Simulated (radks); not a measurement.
Numerical settings for the bismuth ion Bi74+, [He] 2s2 2p5. Calculated with a radial shooting solver on a logarithmic mesh with Libxc functionals: Dirac Kohn-Sham, PBE, spin-unpolarised, spherical densities, point nucleus; open shells fill j = l - 1/2 first. The defaults (mesh step 0.008 in ln r, mesh end at 40 bohr or more with all orbitals vanishing there, Anderson mixing 0.5 over 9 steps, residual threshold near 1e-9 with the energy settled to 1e-9 hartree or 1e-11 of itself, here a cap of 64 iterations) give E = -13596.2778 hartree and 2p3/2 at -20362 eV in 13 iterations. Run on one thread of a shared host, so times are rough (Arm Neoverse N1): 0.06 s of CPU time, 0.06 s wall, 13 iterations on 2476 mesh points. Changes against that run (0 stands for a change within the tolerance of the run):

setting                    iterations  converged  E (mhartree)  e(2p3/2) (meV)  CPU (s)
mesh step in ln r 0.003            13        yes             0               0     0.14
mesh step in ln r 0.02             13        yes             0               0     0.03
mesh step in ln r 0.2              64         no      diverged               -     0.07
mesh end (bohr) 12                 13        yes             0               0     0.06
mesh end (bohr) 2                  13        yes             0               0     0.06
residual threshold 1e-13           16        yes             0               0     0.07
residual threshold 0.01             7        yes             0          -0.168     0.04
mixing 1                            8        yes             0               0     0.04
linear mixing, mixing 0.8          16        yes             0               0     0.06
linear mixing, mixing 0.5          34        yes             0               0     0.12
mixing history 20                  16        yes             0               0     0.07
iteration cap 2                     2         no     +5.66e+03        -1.8e+06     0.01

No run marked as converged misses the energy by more than 1 mhartree. A mesh that ends early acts as a hard wall.
